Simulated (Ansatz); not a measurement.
A series at Si: from `O[SiH2]N[SiH](O)O`, ligands are replaced one by one, each step taking up H–F and setting free H₂O; n counts the steps. Ansatz, PBE0-D4/def2-TZVP geometries. Each molecule was computed in one conformer, which needn't be the lowest.

```
n             molecule  HOMO energy, ωB97M-V/def2-TZVPP (eV)
0  `O[SiH2]N[SiH](O)O`                                -10.31
1  `O[SiH](O)N[SiH2]F`                                -10.69
2  `O[SiH](F)N[SiH2]F`                                -11.13
3  `F[SiH2]N[SiH](F)F`                                     ?
```

Question: By hand: fit a straight line y = ȳ + b (n − n̄) to the 3 given rows and predict n = 3.

Answer: n̄ = 1.000, ȳ = -10.710; Σ(n − n̄)(y − ȳ) = -0.820, Σ(n − n̄)² = 2.000, so b = -0.410 eV a step. Prediction: -10.710 + (-0.410) × (2.000) = -11.53 eV.

Question: By hand: compare with the computed value, -11.46 eV, and give the steps along the whole series.

Answer: The line misses by 0.07 eV (computed minus predicted). Steps: -0.38, -0.44, -0.33 eV.

The steps differ by up to 0.11 eV without a steady trend. The highest orbital can change its character along such a series. The miss is 6.1 % of the series' range.
